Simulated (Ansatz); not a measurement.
Relaxation of FH5O2W (9 atoms, charge 0, multiplicity 1), to a largest force component of 0.02 eV/Å in at most 40 steps.

Method: RHF/def2-SVP (Ansatz 0.2.0).

```xyz
9
Properties=species:S:1:pos:R:3:forces:R:3
W 0.000 0.000 0.000 -5.23 -0.68 -3.65
F 0.000 0.000 1.850 -0.02 0.11 -0.37
H 1.720 0.000 0.000 0.42 0.02 0.22
H 0.000 1.720 0.000 1.59 1.45 -0.01
O -1.940 0.000 0.000 1.03 -0.58 3.49
H -2.277 -0.126 0.944 0.29 0.43 -2.69
H 0.000 -1.720 0.000 1.50 -1.28 0.13
O 0.000 0.000 -1.940 1.87 2.81 2.52
H 0.528 0.792 -2.277 -1.46 -2.29 0.36
```

Problem. Where does it end, and by what steps?

Solution. The run converged. After 16 steps the energy has fallen by 3.321 eV; H7 moved furthest, 0.85 Å.

```json
{"step": "0", "energy less start (eV)": "0.0000", "largest force component (eV/Å)": "5.230", "accepted": "yes"}
{"step": "1", "energy less start (eV)": "-1.3688", "largest force component (eV/Å)": "2.031", "accepted": "yes"}
{"step": "2", "energy less start (eV)": "-2.1801", "largest force component (eV/Å)": "1.704", "accepted": "yes"}
{"step": "3", "energy less start (eV)": "-2.8291", "largest force component (eV/Å)": "1.092", "accepted": "yes"}
{"step": "4", "energy less start (eV)": "-3.1646", "largest force component (eV/Å)": "0.391", "accepted": "yes"}
{"step": "5", "energy less start (eV)": "-3.2376", "largest force component (eV/Å)": "0.499", "accepted": "yes"}
{"step": "6", "energy less start (eV)": "-3.2786", "largest force component (eV/Å)": "0.658", "accepted": "yes"}
{"step": "7", "energy less start (eV)": "-3.2970", "largest force component (eV/Å)": "0.963", "accepted": "yes"}
{"step": "8", "energy less start (eV)": "-3.3010", "largest force component (eV/Å)": "0.718", "accepted": "yes"}
{"step": "9", "energy less start (eV)": "-3.3149", "largest force component (eV/Å)": "0.087", "accepted": "yes"}
{"step": "10", "energy less start (eV)": "-3.3159", "largest force component (eV/Å)": "0.078", "accepted": "yes"}
{"step": "11", "energy less start (eV)": "-3.3176", "largest force component (eV/Å)": "0.094", "accepted": "yes"}
{"step": "12", "energy less start (eV)": "-3.3185", "largest force component (eV/Å)": "0.074", "accepted": "yes"}
{"step": "13", "energy less start (eV)": "-3.3196", "largest force component (eV/Å)": "0.066", "accepted": "yes"}
{"step": "14", "energy less start (eV)": "-3.3202", "largest force component (eV/Å)": "0.093", "accepted": "yes"}
{"step": "15", "energy less start (eV)": "-3.3205", "largest force component (eV/Å)": "0.060", "accepted": "yes"}
{"step": "16", "energy less start (eV)": "-3.3207", "largest force component (eV/Å)": "0.016", "accepted": "yes"}
```

```xyz
9
Properties=species:S:1:pos:R:3
W -0.163 0.063 -0.048
F -0.194 -0.135 1.826
H 1.510 0.032 0.273
H 0.758 1.430 0.219
O -2.074 0.009 0.155
H -2.689 -0.097 0.864
H 0.746 -1.334 -0.102
O -0.028 0.284 -1.849
H 0.164 0.413 -2.762
```

Time of the run: 39 s on 1 thread of Intel(R) Xeon(R) Platinum 8375C CPU @ 2.90GHz (Ice Lake), on a shared host, peak memory 0.2 GiB.
